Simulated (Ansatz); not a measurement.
System: GeO, charge -1, doublet. GeO- (parent SMILES [O]=[Ge], doublet).
B3LYP-D3(BJ)/def2-TZVP minimum from Ansatz (a program for electronic structure):
```
Ge
O 1 1.7043
```
Charge -1, spin multiplicity 2.

Total energies in aug-cc-pVDZ, 11 correlated electrons, 15 frozen orbitals. Open shells are spin-unrestricted; no spin-orbit coupling. Correlated methods leave the cores frozen (noble-gas shells, and filled d and f shells in the p block). No relativity. The spin of GeO- (parent SMILES [O]=[Ge], doublet) was assumed, and the state is the lowest solution found for it.

| method | program | energy (Eh) | minus CCSDTQ (mEh) |
|---|---|---|---|
| HF | Ansatz | -2150.19566 | 319.62 |
| MP2 | Ansatz | -2150.49733 | 17.96 |
| CCSD | Ansatz | -2150.49757 | 17.72 |
| CCSD(T) | Ansatz | -2150.51298 | 2.31 |
| CCSDT(Q) | Ansatz | -2150.51570 | -0.41 |
| CCSDTQ | Ansatz | -2150.51529 | 0.00 |

Rough core times of Ansatz's runs on a shared machine: CCSD(T) 30 s, CCSDT(Q) 2 min, CCSDTQ 2 h.
